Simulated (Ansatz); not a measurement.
Correlation energies of F₂H₅NOSi₂, SMILES `O[SiH2]N[SiH](F)F` by basis set

```xyz
11

O     1.0348   -2.0069    0.9915
Si    1.0972   -0.8561   -0.1753
N    -0.4407   -0.1746   -0.5730
Si   -1.0275    1.3533   -0.1279
F    -1.1336    1.4910    1.4523
F    -2.4965    1.4914   -0.7106
H     0.6978   -1.7540    1.8528
H     1.6720   -1.5574   -1.3413
H     1.9125    0.3131    0.2464
H    -1.1106   -0.7805   -1.0285
H    -0.2052    2.4808   -0.5864
```

Total charge 0; spin multiplicity 1. Geometry: relaxed with PBE0-D4/def2-TZVP. It is one conformer, not always the lowest. Frozen core, restricted reference, Ansatz. CBS rows extrapolate triple and quadruple zeta; past MP2 they add the triple-zeta difference.

| basis | HF (Eh) | MP2 corr. |
| --- | --- | --- |
| def2-TZVPP | -909.41298 | -1.18490 |
| def2-QZVPP | -909.44859 | -1.28824 |

Task: Estimate the CCSD correlation energy and the (T) correction in each basis where they were run (hartree).

Result: 
| basis | CCSD corr. | (T) |
| --- | --- | --- |
| def2-TZVPP | -1.21426 | -0.03917 |
| CBS(def2) | -1.39414 | as TZ |
